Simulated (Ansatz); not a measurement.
Reaction: H2BO (SMILES B[O], doublet) → H2BO (SMILES [BH]O, doublet)
Each species at its own B3LYP-D3(BJ)/def2-TZVP minimum (Ansatz, a program for electronic structure).

Total energies in hartree (Ansatz). Open shells are spin-unrestricted; no spin-orbit coupling. Correlated methods leave the cores frozen. No relativity.

```tsv
species	HF/cc-pVTZ	CCSD(T)/cc-pVTZ	HF/cc-pVQZ	CCSD(T)/cc-pVQZ	CCSDT(Q)/cc-pVTZ
1: H2BO (SMILES B[O], doublet)	-100.73941	-101.07691	-100.74716	-101.10665	-101.07888
2: H2BO (SMILES [BH]O, doublet)	-100.72714	-101.07275	-100.73513	-101.10352	-101.07366
```

Task: Work out the isomerisation energy (electronic) in kcal/mol: take Hartree-Fock from cc-pVQZ, extrapolate the CCSD(T) correlation energy as X^-3 (X = 3, 4), and add CCSDT(Q) - CCSD(T) in cc-pVTZ. 1 hartree = 627.51 kcal/mol.

Result: 
Species 1: correlation (64·(-0.35949) - 27·(-0.33750))/37 = -0.37554; step -0.00197; E1 = -100.74716 + (-0.37554) + (-0.00197) = -101.12467
Species 2: correlation (64·(-0.36839) - 27·(-0.34561))/37 = -0.38501; step -0.00091; E2 = -100.73513 + (-0.38501) + (-0.00091) = -101.12105
-1·E1 +1·E2 = 0.00362 hartree = 2.3 kcal/mol.
